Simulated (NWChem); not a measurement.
Molecule: SnH2F2; SMILES [F][SnH2][F]

```xyz
5

Sn     0.0000     0.0000    -0.2841
F     -1.5165     0.0000     0.9107
F      1.5165     0.0000     0.9107
H      0.0000     1.4946    -1.0933
H      0.0000    -1.4946    -1.0933
```
Atoms are numbered in this order, from 1.

All runs use the structure optimised with PBE0/def2-SVP. def2 effective core potentials on Sn; no spin-orbit coupling.

Symmetry labels are those of C2v in the frame above (b1 and b2, or b-type labels, depend on it).

Problem. List the 4 lowest vertical singlet excitations from BHandHLYP/def2-SVP with def2 effective core potentials on Sn, TDA (NWChem).

Solution. 
```tsv
state	energy (eV)	oscillator strength	symmetry	leading excitation (squared amplitude)
S1	8.15	0.000	a2	HOMO → LUMO+1 (0.84)
S2	8.26	0.046	b2	HOMO → LUMO (0.57)
S3	8.66	0.001	b1	HOMO−2 → LUMO (0.60)
S4	8.84	0.074	a1	HOMO−1 → LUMO (0.45)
```
